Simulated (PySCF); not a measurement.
Gas-phase reaction: GeF₂ + I₂ ⇌ GeI₂ + F₂

Computed with PySCF (xtb for GFN2) and rigid-rotor harmonic-oscillator thermochemistry at 1 bar. † marks an energy on the PBE0/def2-TZVP geometry and frequencies; other levels use their own. MP2 and CCSD(T) freeze the core. All species are closed-shell singlets. I: scalar-relativistic def2 core potential, no spin-orbit coupling. Ge: all electrons, no relativistic terms. MP2 isn't extrapolated to the basis-set limit; its ΔH°(298 K) is 506.6 kJ in def2-SVP and 525.1 kJ in def2-TZVPP. CCSD(T) isn't extrapolated to the basis-set limit; its ΔH°(298 K) is 481.7 kJ in def2-SVP and 505.2 kJ in def2-TZVPP. The harmonic model lacks anharmonicity and excited electronic states, which grow with temperature; levels with a mode under 35 cm⁻¹ are left out. Soft modes under 120 cm⁻¹ make the harmonic entropy rough for GeI₂.

```json
[
 {"level": "CCSD(T)/def2-TZVPP†", "ΔE electronic, kJ": "505", "ΔH°(298 K), kJ": "505", "ΔS°(298 K), J/K": "6", "ΔG°(1200 K), kJ": "498"},
 {"level": "GFN2-xTB", "ΔE electronic, kJ": "464", "ΔH°(298 K), kJ": "465", "ΔS°(298 K), J/K": "-1", "ΔG°(1200 K), kJ": "466"},
 {"level": "HF/def2-TZVP†", "ΔE electronic, kJ": "560", "ΔH°(298 K), kJ": "561", "ΔS°(298 K), J/K": "6", "ΔG°(1200 K), kJ": "553"},
 {"level": "M06-2X/def2-TZVP†", "ΔE electronic, kJ": "534", "ΔH°(298 K), kJ": "534", "ΔS°(298 K), J/K": "6", "ΔG°(1200 K), kJ": "527"},
 {"level": "MP2/def2-SVP†", "ΔE electronic, kJ": "506", "ΔH°(298 K), kJ": "507", "ΔS°(298 K), J/K": "6", "ΔG°(1200 K), kJ": "499"},
 {"level": "PBE/def2-TZVP†", "ΔE electronic, kJ": "476", "ΔH°(298 K), kJ": "477", "ΔS°(298 K), J/K": "6", "ΔG°(1200 K), kJ": "469"},
 {"level": "PBE0/def2-QZVP†", "ΔE electronic, kJ": "505", "ΔH°(298 K), kJ": "505", "ΔS°(298 K), J/K": "6", "ΔG°(1200 K), kJ": "498"},
 {"level": "ωB97X-V/def2-TZVP†", "ΔE electronic, kJ": "522", "ΔH°(298 K), kJ": "522", "ΔS°(298 K), J/K": "6", "ΔG°(1200 K), kJ": "515"}
]
```
ΔH° is lowest at GFN2-xTB and highest at HF/def2-TZVP†. No reference value is set beside these.
